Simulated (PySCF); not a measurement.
An unknown is described by computed data only.

Formula: C11H9F.

* Dipole: 2.23 D [PBE0/pcSseg-1]
* NMR, other nuclei: isotropic shieldings of nuclei other than C and H, by class: 294 (1 F) ppm [GIAO PBE0/pcSseg-1]
* Rotational structure: rotational constants A, B, C: 2.339, 0.715, 0.629 GHz [GFN2-xTB]
* 1H NMR: chemical shifts (computed TMS as zero) by class: 7.46 (1 H), 7.29 (1 H), 7.18 (1 H), 7.14 (1 H), 6.90 (1 H), 3.70 (1 H), 3.67 (1 H), 2.46 (1 H), 2.30 (1 H) ppm [GIAO PBE0/pcSseg-1]
* 13C NMR: chemical shifts (computed TMS as zero) by class: 170.1 (1 C), 161.8 (1 C), 154.0 (1 C), 153.3 (1 C), 152.8 (1 C), 127.5 (1 C), 115.9 (1 C), 115.6 (1 C), 75.5 (1 C), 54.3 (1 C), 53.4 (1 C) ppm [GIAO PBE0/pcSseg-1]

Gas-phase values; electronic properties from PySCF, density fitting. Levels stand in brackets. Isolated species at its GFN2-xTB geometry, gas phase. NMR values are class means; diastereotopic atoms form classes of their own.

Q: Propose a structure and show how it fits.

A: Numbering: `[F:1][c:2]1[cH:3][cH:4][c:5]2[c:6]([cH:7]1)[C@@H:8]1[CH:9]=[CH:10][C@H:11]2[CH2:12]1`. Its formula, C11H9F, gives 7 degrees of unsaturation: 3 rings and 4 π bonds in the structure found (Kekulé form). 11 carbons fall into 11 classes; from least to most shielded: aromatic C–F carbon [C2] (170.1 ppm), substituted aromatic carbon [C6] (161.8 ppm), alkene CH carbon [C10] (154.0 ppm), substituted aromatic carbon [C5] (153.3 ppm), alkene CH carbon [C9] (152.8 ppm), aromatic CH carbon [C4] (127.5 ppm), aromatic CH carbon [C7] (115.9 ppm), aromatic CH carbon [C3] (115.6 ppm), ring CH2 carbon [C12] (75.5 ppm), sp3 carbon at a ring junction [C8] (54.3 ppm), sp3 carbon at a ring junction [C11] (53.4 ppm). Hydrogen classes from least to most shielded: 1 H on an aromatic CH carbon, C4 (7.46 ppm), 1 H on an aromatic CH carbon, C7 (7.29 ppm), 1 H on an alkene CH carbon, C10 (7.18 ppm), 1 H on an alkene CH carbon, C9 (7.14 ppm), 1 H on an aromatic CH carbon, C3 (6.90 ppm), 1 H on an sp3 carbon at a ring junction, C8 (3.70 ppm), 1 H on an sp3 carbon at a ring junction, C11 (3.67 ppm), 1 H on a ring CH2 carbon, C12 (2.46 ppm), 1 H on a ring CH2 carbon, C12 (2.30 ppm). The other shieldings belong to: 294 ppm, aryl fluorine [F1]. The optimised geometry has point group C1 and is an asymmetric top. Structure: `Fc1ccc2c(c1)[C@@H]1C=C[C@H]2C1`. Computed isomers that give other values at the same levels: `Fc1cccc2c1[C@@H]1C=C[C@H]2C1` (13C chemical shifts (computed TMS as zero) by class: 167.2 (1 C), 163.2 (1 C), 153.5 (1 C), 153.4 (1 C), 143.5 (1 C), 131.4 (1 C), 122.5 (1 C), 118.2 (1 C), 75.2 (1 C), 54.3 (1 C), 49.4 (1 C) ppm); `C=C1C(C)=Cc2ccc(F)cc21` (13C chemical shifts (computed TMS as zero) by class: 171.4 (1 C), 155.7 (1 C), 145.1 (1 C), 144.0 (1 C), 143.9 (1 C), 137.8 (1 C), 125.3 (1 C), 120.4 (1 C), 119.6 (1 C), 113.5 (1 C), 15.3 (1 C) ppm). The assignments are read from this structure; whether some other isomer fits the data as well wasn't checked. The mirror image fits equally.
